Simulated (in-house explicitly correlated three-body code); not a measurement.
Computed with an exponentially correlated three-body code. Model: two electrons around a point charge, non-relativistic, variational in 260 exponentially correlated functions (energies converged to about 1e-7 hartree, or 1e-8 relative for large Z).

Command:
```bash
python run_hyl.py task.json out
```
Settings (lengths in bohr, energies in hartree):
```
Z                      1.5
nuclear_mass           3
interaction_strength   1
functions              260
states_tried           13
```

Time taken, with all properties: 65 s on 1 thread of Arm Neoverse N1 (shared host).

**Those bound S and P states to n = 4 that converged, binding against the one-electron ion.**

Given: nuclear charge 1.5; mass of the centre 3 electron masses.

Computed: one-electron threshold -0.84375 hartree.

```tsv
term	energy (hartree)	binding (eV)
1 1S	-1.09072428	6.7205
2 3S	-0.883637311	1.0854
2 1S	-0.875871731	0.87408
2 3P	-0.873337568	0.80512
2 1P	?	?
3 3S	-0.858630634	0.40492
3 1S	-0.856754448	0.35387
4 3S	?	?
4 1S	-0.850765005	0.19089
```

(1) What belongs in the row 2 1P?

(2) What belongs in the row 4 3S?

**Converged states only, values per electron or pair.**

| term | mean r (bohr) | mean r squared (bohr²) | mean inverse r (1/bohr) | mean r12 (bohr) | mean inverse r12 (1/bohr) | mean cosine | mean p1 dot p2 (bohr⁻²) | delta r1 (bohr⁻³) | delta r12 (bohr⁻³) |
| --- | --- | --- | --- | --- | --- | --- | --- | --- | --- |
| 1 1S | 1.8208 | 4.697 | 0.88897 | 2.7349 | 0.48546 | -0.0042218 | -0.003679 | 0.28798 | 0.011244 |
| 2 3S | 5.4522 | 55.272 | 0.63062 | 9.6602 | 0.1246 | 0.013682 | -0.0041934 | 0.23079 | - |
| 2 1S | ? | ? | ? | ? | ? | ? | ? | ? | ? |
| 2 3P | 5.6391 | 62.84 | 0.62544 | 10.052 | 0.12965 | -0.0049267 | -0.028576 | 0.22323 | - |
| 2 1P | ? | ? | ? | ? | ? | ? | ? | ? | ? |
| 3 3S | 13.317 | 366.03 | 0.5896 | 25.331 | 0.051525 | 0.0079487 | -0.0032607 | 0.22759 | - |
| 3 1S | 15.141 | 477.15 | 0.58681 | 28.975 | 0.046931 | 0.0062019 | -0.00422 | 0.22743 | 0.00016672 |
| 4 3S | 24.933 | 1328.1 | 0.57697 | 48.547 | 0.027947 | 0.0048637 | -0.0020838 | 0.22695 | - |
| 4 1S | 27.437 | 1613.7 | 0.57586 | 53.553 | 0.026052 | 0.0040815 | -0.0024171 | 0.22689 | 6.6675e-05 |

(3) What belongs in the row 2 1S?

(4) What belongs in the row 2 1P?

Results:

(1) energy (hartree): -0.867543331; binding (eV): 0.64745.

(2) energy (hartree): -0.851488304; binding (eV): 0.21057.

(3) mean r (bohr): 6.595; mean r squared (bohr²): 83.198; mean inverse r (1/bohr): 0.62008; mean r12 (bohr): 11.928; mean inverse r12 (1/bohr): 0.10849; mean cosine: 0.0086757; mean p1 dot p2 (bohr⁻²): -0.0090252; delta r1 (bohr⁻³): 0.22973; delta r12 (bohr⁻³): 0.00062887.

(4) mean r (bohr): 7.3801; mean r squared (bohr²): 107.95; mean inverse r (1/bohr): 0.60858; mean r12 (bohr): 13.481; mean inverse r12 (1/bohr): 0.090653; mean cosine: 0.011329; mean p1 dot p2 (bohr⁻²): -0.0056376; delta r1 (bohr⁻³): 0.22708; delta r12 (bohr⁻³): 6.2813e-06.
